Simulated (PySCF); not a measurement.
Simulation results for AlBGeH8Si

All values are calculated (PySCF 2.14.0). Calculation on a computer-drawn molecule: the log of a Hartree-Fock and frozen-core CCSD(T) single point meant for a local Hartree-Fock minimum, with one planted fault or none, to be diagnosed. Offsets are logged minus clean, where the clean run is the same molecule without the fault. The reference is restricted for singlets and unrestricted otherwise, and also for a bond in bohr or an excited solution. Adding or removing an electron swaps singlet and doublet. The excited solution moves the top pair (singlet) or top alpha electron (doublet) to the lowest empty orbital. Highest occupied and lowest empty are orbital energies over both spins, largest force is the largest gradient component, triples share is (T) over the correlation energy, the T1 limit is 0.02 restricted and 0.045 unrestricted, electrons count all cores, a negative frequency is imaginary (commonest isotopes), and the dipole is about the centre of nuclear charge; on germanium a core potential holds 10 electrons, which the energies leave out, and 3d is frozen in MP2 and coupled-cluster steps.

```xyz
12
formula=AlBGeH8Si meant_charge=0 meant_multiplicity=1 meant_basis=cc-pV(D+d)Z meant_basis_and_core_potential_on_germanium=cc-pVDZ-PP_ECP10MDF logged_electrons=72 logged_basis_functions=123 logged_SCF_converged=yes logged_spin_squared=0 logged_highest_occupied=-9.459 logged_lowest_empty=0.50914 logged_largest_force=1.65e-05 logged_lowest_frequency=46.313 logged_T1_diagnostic=0.014895 logged_D1_diagnostic=0.046351 logged_triples_share=0.026699 logged_CC_converged=yes logged_dipole_magnitude=0.49532 logged_SCF_stable_within_its_kind=yes logged_energy_HF=-853.54061 logged_energy_CCSD(T)=-853.97588 possible_faults=no_fault,one_electron_removed,one_electron_added,multiplicity_raised_by_two,geometry_at_a_saddle_point,SCF_held_on_an_excited_solution,minimal_basis_STO-3G,one_bond_length_entered_in_bohr,all_coordinates_scaled planted_fault=no_fault HF_energy_offset_from_clean_run=0 CCSD(T)_energy_offset_from_clean_run=0
B     -1.0881     0.4878    -2.6144
Ge    -1.3708    -0.3572    -0.7417
Al     0.6240    -1.7142    -0.0568
Si    -3.2826    -1.8337    -0.8243
H     -0.9162     1.6656    -2.7573
H     -1.0611    -0.2147    -3.5865
H     -1.6664     0.7094     0.3305
H      1.3088    -2.6944    -1.0930
H      1.1983    -1.6253     1.4137
H     -3.0428    -2.9081    -1.8188
H     -4.5130    -1.1014    -1.2097
H     -3.5119    -2.4662     0.4982
```

Units: logged_highest_occupied, logged_lowest_empty in eV; logged_largest_force in hartree/bohr; logged_lowest_frequency in cm⁻¹; logged_dipole_magnitude in debye; logged_energy_HF, logged_energy_CCSD(T) in hartree; HF_energy_offset_from_clean_run, CCSD(T)_energy_offset_from_clean_run in kcal/mol.

Drawn bonds:
```
atom  other atom  order
   1           2      1
   2           3      1
   2           4      1
   1           5      1
   1           6      1
   2           7      1
   3           8      1
   3           9      1
   4          10      1
   4          11      1
   4          12      1
```
